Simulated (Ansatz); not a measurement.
LuH, closed-shell singlet (lowest of 2S+1 = 1, 3 at CCSD(T)/def2-TZVPP on PBE0 minima; our sources give no spin for the ground state, which may be another), most abundant isotopes (174.9408 and 1.0078 u). Constants from fifth-degree fits in 1/R to seven points on the lowest solution found; no spin–orbit coupling, no relativity up to Kr; ω_e x_e and α_e move by some per cent with the fit.

Correlated levels freeze the inner cores; with def2 sets outer-core shells near the valence are correlated too. CBS(a, b) extrapolates the correlation energy as X⁻³ and adds the Hartree–Fock energy of set b.

Programs: Ansatz (Gaussian orbitals).  In def2 rows elements past Kr take small-core potentials, without spin–orbit coupling.

| level | r_e (Å) | ω_e (cm⁻¹) | ω_e x_e (cm⁻¹) | α_e (cm⁻¹) |
|---|---|---|---|---|
| PBE/def2-TZVPP | 1.9009 | 1489.0 | 20.4 | 0.105 |
| CCSD(T)/CBS(def2-TZVPP, def2-QZVPP) | 1.9007 | 1509.6 | 18.1 | 0.0936 |

Q: Derive the rotational constants, the centrifugal constant, the fundamental, the zero-point energy and the force constant.

A: 
μ = 1.00205 u.
- PBE/def2-TZVPP: B_e = 16.8576/(μ r_e²) = 4.6558 cm⁻¹; B₀ = B_e − α_e/2 = 4.6034 cm⁻¹; D = 4B_e³/ω_e² = 1.82e-04 cm⁻¹; fundamental ω_e − 2ω_e x_e = 1448 cm⁻¹; zero-point energy ω_e/2 − ω_e x_e/4 = 739 cm⁻¹; k = μ(2πcω_e)² = 131 N/m; the line J = 1 ← 0 at 2B₀ = 276.0 GHz
- CCSD(T)/CBS(def2-TZVPP, def2-QZVPP): B_e = 16.8576/(μ r_e²) = 4.6565 cm⁻¹; B₀ = B_e − α_e/2 = 4.6097 cm⁻¹; D = 4B_e³/ω_e² = 1.77e-04 cm⁻¹; fundamental ω_e − 2ω_e x_e = 1473 cm⁻¹; zero-point energy ω_e/2 − ω_e x_e/4 = 750 cm⁻¹; k = μ(2πcω_e)² = 135 N/m; the line J = 1 ← 0 at 2B₀ = 276.4 GHz

Doubts at one or more of the structures used: a restricted determinant that unrestricted orbitals would lower (CCSD(T)/CBS(def2-TZVPP, def2-QZVPP)).

Ansatz is an electronic-structure program.
